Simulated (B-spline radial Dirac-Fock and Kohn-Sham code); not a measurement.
Z = 32 (germanium), transition energy 2000 keV. Calculated with a radial B-spline solver, using a Dirac-Hartree-Slater potential of the neutral atom with a Latter tail (no hole, which puts coefficients of high multipoles low close above an edge), finite nucleus with surface currents. Subshells that would emit electrons below 1 keV are left out, and so is internal pair formation.

Q: A pure transition shows α(K) = 0.000124, L1/L2 = 80.6 and L1/L3 = 113. What is its multipolarity?
A. M4
B. E4
C. E3
D. E1
E. E2
F. M3
G. M2
H. M1

A: C. For comparison, α(K), L1/L2, L1/L3 are E1 4.26e-05, 263, 90.1; E2 7.55e-05, 141, 107; E4 0.000196, 51.1, 108; M1 7.34e-05, 171, 160; M2 0.000131, 110, 218; M3 0.000215, 77.5, 217; M4 0.000339, 57.9, 163.
